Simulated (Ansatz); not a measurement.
Start from `[NH2][GeH2][O][SiH](N)F` and change one atom or group to get `[NH2][GeH2][O][SiH](N)Cl`.

Ansatz, PBE0-D4/def2-TZVP geometries, multiplicity 1. Each molecule was computed in one conformer, which needn't be the lowest.

Scalar relativity is left out up to krypton.

| property | `[NH2][GeH2][O][SiH](N)F` |
| --- | --- |
| size of the dipole moment (ωB97M-V/def2-TZVPP) / D | 1.94 |
| HOMO–LUMO gap (B3LYP/def2-TZVPP) / eV | 7.58 |
| LUMO energy (PBE0/def2-TZVPP) / eV | 0.54 |
| HOMO energy (B3LYP/def2-TZVPP) / eV | -7.36 |
| LUMO energy (B3LYP/def2-TZVPP) / eV | 0.22 |
| HOMO energy (ωB97M-V/def2-TZVPP) / eV | -9.98 |

What does the change do to each property? (Best estimate.)

Computed: 
```csv
property,`[NH2][GeH2][O][SiH](N)Cl`,shift
size of the dipole moment (ωB97M-V/def2-TZVPP) / D,2.08,0.14
HOMO–LUMO gap (B3LYP/def2-TZVPP) / eV,7.57,-0.01
LUMO energy (PBE0/def2-TZVPP) / eV,0.51,-0.03
HOMO energy (B3LYP/def2-TZVPP) / eV,-7.37,-0.01
LUMO energy (B3LYP/def2-TZVPP) / eV,0.20,-0.02
HOMO energy (ωB97M-V/def2-TZVPP) / eV,-9.99,-0.01
```

Dipoles are sizes alone; their direction can turn.

B3LYP here is the variant with VWN-RPA as its local correlation; programs differ in this.
